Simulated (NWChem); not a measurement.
System: Se cation, quartet

NWChem printed, in part:

```
             Northwest Computational Chemistry Package (NWChem) 7.3.0
             --------------------------------------------------------

                             Geometry "geometry" -> ""
                             -------------------------

 Output coordinates in angstroms (scale by  1.889725989 to convert to a.u.)

  No.       Tag          Charge          X              Y              Z
 ---- ---------------- ---------- -------------- -------------- --------------
    1 Se                  34.0000     0.00000000     0.00000000     0.00000000

 Effective nuclear repulsion energy (a.u.)       0.0000000000

                                 NWChem DFT Module
                                 -----------------

 Summary of "ao basis" -> "ao basis" (spherical)
 ------------------------------------------------------------------------------
       Tag                 Description            Shells   Functions and Types
 ---------------- ------------------------------  ------  ---------------------
 Se                        def2-tzvp                16       48   6s5p4d1f

            General Information
            -------------------
          SCF calculation type: DFT
          Wavefunction type:  spin polarized.
          No. of atoms     :     1
          No. of electrons :    33
           Alpha electrons :    18
            Beta electrons :    15
          Charge           :     1
          Spin multiplicity:     4
          Use of symmetry is: off; symmetry adaption is: off
          Maximum number of iterations: 150
          AO basis - number of functions:    48
                     number of shells:    16
          Convergence on energy requested:  1.00D-06
          Convergence on density requested:  1.00D-05
          Convergence on gradient requested:  5.00D-04

              XC Information
              --------------
                         MN15 Method XC Functional
                     Hartree-Fock (Exact) Exchange  0.440
                          MN15 Exchange Functional  1.000
                        MN15 Correlation Potential  1.000

             Grid Information
             ----------------
          Grid used for XC integration:  medium
          Radial quadrature: Mura-Knowles
          Angular quadrature: Lebedev.
          Tag              B.-S. Rad. Rad. Pts. Rad. Cut. Ang. Pts.
          ---              ---------- --------- --------- ---------
          Se                  1.15      112           6.0       590
          Grid pruning is: on
          Number of quadrature shells:   112
          Spatial weights used:  Erf1

      Superposition of Atomic Density Guess
      -------------------------------------

 Sum of atomic energies:       -2399.80652657

 Renormalizing density from      34.00 to     33

      Non-variational initial energy
      ------------------------------

 Total energy =   -2355.910550
 1-e energy   =   -3244.974570
 2-e energy   =     889.064020
 HOMO         =      -0.785128
 LUMO         =      -0.785128

     ---------------------------------------------
      Total Density - Mulliken Population Analysis
     ---------------------------------------------

    Atom       Charge   Shell Charges
 -----------   ------   -------------------------------------------------------
    1 Se  34    33.00   2.00  2.00  1.29  0.66  1.43  0.62  6.00  6.03  1.04  1.53  0.39  9.42  0.51  0.07 -0.00  0.00

     --------------------------------------------
      Spin Density - Mulliken Population Analysis
     --------------------------------------------

    Atom       Charge   Shell Charges
 -----------   ------   -------------------------------------------------------
    1 Se  34     3.00   0.00  0.00  0.00  0.00  0.00  0.00  0.00  0.00  1.10  1.50  0.40  0.00  0.00  0.00  0.00  0.00

   convergence    iter        energy       DeltaE   RMS-Dens  Diis-err
 ---------------- ----- ----------------- --------- --------- ---------
 d= 0,ls=0.0,diis     1  -2400.9377805985 -2.40D+03  2.47D-02  5.40D+00
                                                     2.02D-02  5.34D+00
 d= 0,ls=0.0,diis     2  -2401.0570751710 -1.19D-01  1.13D-02  3.79D+00
                                                     9.08D-03  3.70D+00
 d= 0,ls=0.0,diis     3  -2401.4637110473 -4.07D-01  8.82D-04  1.25D-02
                                                     7.97D-04  1.16D-02
 d= 0,ls=0.0,diis     4  -2401.4651840113 -1.47D-03  4.30D-05  4.74D-06
                                                     3.50D-05  4.36D-06
 d= 0,ls=0.0,diis     5  -2401.4651853466 -1.34D-06  7.03D-06  1.45D-07
                                                     1.28D-05  1.17D-07
 d= 0,ls=0.0,diis     6  -2401.4651853845 -3.80D-08  8.36D-07  6.26D-10
                                                     1.41D-06  7.91D-10

         Total DFT energy =    -2401.465185384538
      One electron energy =    -3328.382486654691
           Coulomb energy =     1014.009340340855
    Exchange-Corr. energy =      -87.092039070701
 Nuclear repulsion energy =        0.000000000000

 Numeric. integr. density =       32.999999997640

                    DFT Final Alpha Molecular Orbital Analysis
                    ------------------------------------------

 Vector   16  Occ=1.000000D+00  E=-6.800196D-01
              MO Center=  5.1D-14, -4.8D-15,  1.1D-13, r^2= 1.4D+00
   Bfn.  Coefficient  Atom+Function         Bfn.  Coefficient  Atom+Function
  ----- ------------  ---------------      ----- ------------  ---------------
    17     -0.433626  1 Se py                16      0.427915  1 Se px
    11      0.275732  1 Se py                10     -0.272101  1 Se px
    14     -0.262736  1 Se py                13      0.259276  1 Se px
    20     -0.128595  1 Se py                19      0.126901  1 Se px
     8     -0.083701  1 Se py                 7      0.082599  1 Se px

 Vector   17  Occ=1.000000D+00  E=-6.800196D-01
              MO Center=  1.1D-14,  9.0D-15,  1.4D-14, r^2= 1.4D+00
   Bfn.  Coefficient  Atom+Function         Bfn.  Coefficient  Atom+Function
  ----- ------------  ---------------      ----- ------------  ---------------
    16      0.353554  1 Se px                18      0.352142  1 Se pz
    17      0.349483  1 Se py                10     -0.224817  1 Se px
    12     -0.223919  1 Se pz                11     -0.222228  1 Se py
    13      0.214220  1 Se px                15      0.213365  1 Se pz
    14      0.211754  1 Se py                19      0.104849  1 Se px

 Vector   18  Occ=1.000000D+00  E=-6.800196D-01
              MO Center=  5.6D-15, -9.7D-16, -1.1D-14, r^2= 1.4D+00
   Bfn.  Coefficient  Atom+Function         Bfn.  Coefficient  Atom+Function
  ----- ------------  ---------------      ----- ------------  ---------------
    18      0.497130  1 Se pz                12     -0.316113  1 Se pz
    15      0.301214  1 Se pz                16     -0.251061  1 Se px
    17     -0.246927  1 Se py                10      0.159644  1 Se px
    11      0.157015  1 Se py                13     -0.152119  1 Se px
    14     -0.149615  1 Se py                21      0.147428  1 Se pz

 Vector   19  Occ=0.000000D+00  E=-2.897925D-02
              MO Center= -1.1D-14, -1.6D-14, -4.7D-14, r^2= 2.4D+00
   Bfn.  Coefficient  Atom+Function         Bfn.  Coefficient  Atom+Function
  ----- ------------  ---------------      ----- ------------  ---------------
    39      0.923696  1 Se d  0              24     -0.189137  1 Se d  0
    29      0.080365  1 Se d  0              34      0.058469  1 Se d  0

 Vector   20  Occ=0.000000D+00  E=-2.897925D-02
              MO Center=  1.4D-14, -4.8D-13,  1.7D-13, r^2= 2.4D+00
   Bfn.  Coefficient  Atom+Function         Bfn.  Coefficient  Atom+Function
  ----- ------------  ---------------      ----- ------------  ---------------
    41      0.788983  1 Se d  2              38      0.433944  1 Se d -1
    40     -0.203990  1 Se d  1              26     -0.161553  1 Se d  2
    23     -0.088855  1 Se d -1              31      0.068644  1 Se d  2
    36      0.049942  1 Se d  2              25      0.041769  1 Se d  1
    28      0.037755  1 Se d -1              37      0.028311  1 Se d -2

 Vector   21  Occ=0.000000D+00  E=-2.897925D-02
              MO Center=  7.2D-14, -3.3D-14, -1.8D-14, r^2= 2.4D+00
   Bfn.  Coefficient  Atom+Function         Bfn.  Coefficient  Atom+Function
  ----- ------------  ---------------      ----- ------------  ---------------
    40      0.893891  1 Se d  1              25     -0.183034  1 Se d  1
    41      0.173734  1 Se d  2              38      0.111350  1 Se d -1
    37     -0.107670  1 Se d -2              30      0.077772  1 Se d  1
    35      0.056583  1 Se d  1              26     -0.035574  1 Se d  2

                     DFT Final Beta Molecular Orbital Analysis
                     -----------------------------------------

 Vector   13  Occ=1.000000D+00  E=-2.575425D+00
              MO Center= -4.5D-16, -9.5D-17,  1.9D-15, r^2= 1.4D-01
   Bfn.  Coefficient  Atom+Function         Bfn.  Coefficient  Atom+Function
  ----- ------------  ---------------      ----- ------------  ---------------
    25      0.624207  1 Se d  1              23      0.446522  1 Se d -1
    24      0.442604  1 Se d  0              22      0.172656  1 Se d -2
    30      0.121890  1 Se d  1              26      0.113243  1 Se d  2
    28      0.087193  1 Se d -1              29      0.086428  1 Se d  0
    27      0.033715  1 Se d -2

 Vector   14  Occ=1.000000D+00  E=-2.575425D+00
              MO Center=  6.2D-16,  4.1D-16,  2.4D-15, r^2= 1.4D-01
   Bfn.  Coefficient  Atom+Function         Bfn.  Coefficient  Atom+Function
  ----- ------------  ---------------      ----- ------------  ---------------
    24      0.661808  1 Se d  0              25     -0.550165  1 Se d  1
    22      0.237095  1 Se d -2              26      0.173641  1 Se d  2
    29      0.129232  1 Se d  0              30     -0.107431  1 Se d  1
    27      0.046298  1 Se d -2              31      0.033907  1 Se d  2

 Vector   15  Occ=1.000000D+00  E=-9.548309D-01
              MO Center= -2.1D-14, -3.1D-14, -2.1D-14, r^2= 1.0D+00
   Bfn.  Coefficient  Atom+Function         Bfn.  Coefficient  Atom+Function
  ----- ------------  ---------------      ----- ------------  ---------------
     5      0.769484  1 Se s                  6      0.481698  1 Se s
     4     -0.427981  1 Se s                  3     -0.295564  1 Se s
     2      0.146635  1 Se s                  1     -0.044352  1 Se s

 Vector   16  Occ=0.000000D+00  E=-4.250817D-01
              MO Center= -1.5D-14, -2.4D-14, -1.2D-14, r^2= 1.6D+00
   Bfn.  Coefficient  Atom+Function         Bfn.  Coefficient  Atom+Function
  ----- ------------  ---------------      ----- ------------  ---------------
    18      0.460189  1 Se pz                12     -0.296239  1 Se pz
    15      0.272502  1 Se pz                16     -0.233020  1 Se px
    17     -0.232310  1 Se py                21      0.217895  1 Se pz
    10      0.150003  1 Se px                11      0.149545  1 Se py
    13     -0.137983  1 Se px                14     -0.137563  1 Se py

 Vector   17  Occ=0.000000D+00  E=-4.250817D-01
              MO Center=  1.3D-15, -7.8D-15,  1.3D-14, r^2= 1.6D+00
   Bfn.  Coefficient  Atom+Function         Bfn.  Coefficient  Atom+Function
  ----- ------------  ---------------      ----- ------------  ---------------
    18      0.329038  1 Se pz                16      0.326214  1 Se px
    17      0.324591  1 Se py                12     -0.211812  1 Se pz
    10     -0.209994  1 Se px                11     -0.208949  1 Se py
    15      0.194841  1 Se pz                13      0.193168  1 Se px
    14      0.192207  1 Se py                21      0.155796  1 Se pz

 Vector   18  Occ=0.000000D+00  E=-4.250817D-01
              MO Center=  1.4D-15, -1.9D-14, -1.9D-14, r^2= 1.6D+00
   Bfn.  Coefficient  Atom+Function         Bfn.  Coefficient  Atom+Function
  ----- ------------  ---------------      ----- ------------  ---------------
    16      0.399158  1 Se px                17     -0.400891  1 Se py
    10     -0.256951  1 Se px                11      0.258067  1 Se py
    13      0.236362  1 Se px                14     -0.237388  1 Se py
    19      0.188997  1 Se px                20     -0.189818  1 Se py
     7      0.078164  1 Se px                 8     -0.078503  1 Se py

     ---------------------------------------------
      Total Density - Mulliken Population Analysis
     ---------------------------------------------

    Atom       Charge   Shell Charges
 -----------   ------   -------------------------------------------------------
    1 Se  34    33.00   2.00  2.01  1.09  0.85  1.23  0.82  6.00  5.89  0.99  1.72  0.41  8.93  1.03  0.03  0.01  0.00

     --------------------------------------------
      Spin Density - Mulliken Population Analysis
     --------------------------------------------

    Atom       Charge   Shell Charges
 -----------   ------   -------------------------------------------------------
    1 Se  34     3.00  -0.00  0.00 -0.01 -0.00  0.03 -0.02  0.00  0.03  0.82  1.74  0.40 -0.03  0.03  0.01 -0.00  0.00

     -------------------------------------------
      Total Density - Lowdin Population Analysis
     -------------------------------------------

    Atom       Charge   Shell Charges
 -----------   ------   -------------------------------------------------------
    1 Se  34    33.00   2.00  2.00  1.13  0.86  0.99  1.03  5.98  5.59  1.32  1.51  0.60  8.54  1.24  0.22  0.01  0.00

     ------------------------------------------
      Spin Density - Lowdin Population Analysis
     ------------------------------------------

    Atom       Charge   Shell Charges
 -----------   ------   -------------------------------------------------------
    1 Se  34     3.00  -0.00  0.00 -0.00  0.00  0.01 -0.01  0.01  0.14  0.78  1.48  0.60 -0.03  0.02  0.01  0.00  0.00

   alpha - beta orbital overlaps
   -----------------------------

   alpha      1      2      3      4      5      6      7      8      9     10
    beta      1      2      3      4      5      6      8      7      9     10
 overlap   1.000  1.000  0.984  0.966  0.981  1.000  0.996  1.000  0.996  0.773

   alpha     11     12     13     14     15     16     17     18     19     20
    beta     11     13     12     14     15     18     17     16     19     23
 overlap   0.611  0.721  0.836  0.776  1.000  0.998  0.998  0.998  0.999  0.607

   alpha     21     22     23     24     25     26     27     28     29     30
    beta     22     20     23     24     25     26     27     28     29     30
 overlap   0.639  0.749  0.735  0.983  0.997  0.983  1.000  0.999  0.949  0.898

   alpha     31     32     33     34     35     36     37     38     39     40
    beta     32     31     38     39     37     36     35     34     33     40
 overlap   0.833  0.893  0.976  0.979  0.955  0.980  0.969  0.936  0.957  0.960

   alpha     41     42     43     44     45     46     47     48
    beta     41     42     44     43     46     45     47     48
 overlap   1.000  0.960  0.677  0.887  0.980  0.778  1.000  1.000

     --------------------------
     Expectation value of S2:
     --------------------------
      <S2> =      3.7506 (Exact =     3.7500)
```

Level: MN15/def2-TZVP, spin-unrestricted. No stability test was run on the SCF state.

Task: Write an input that gives this output.

Result: Several could match; the one computed here: the input that was run:
```
start job
memory heap 200 mb stack 900 mb global 1100 mb
charge 1
geometry units angstroms noautoz
  Se     0.000000     0.000000     0.000000
end
basis spherical
  Se library def2-tzvp
end
dft
  odft
  mult 4
  xc mn15
  iterations 150
  mulliken
end
task dft energy
```
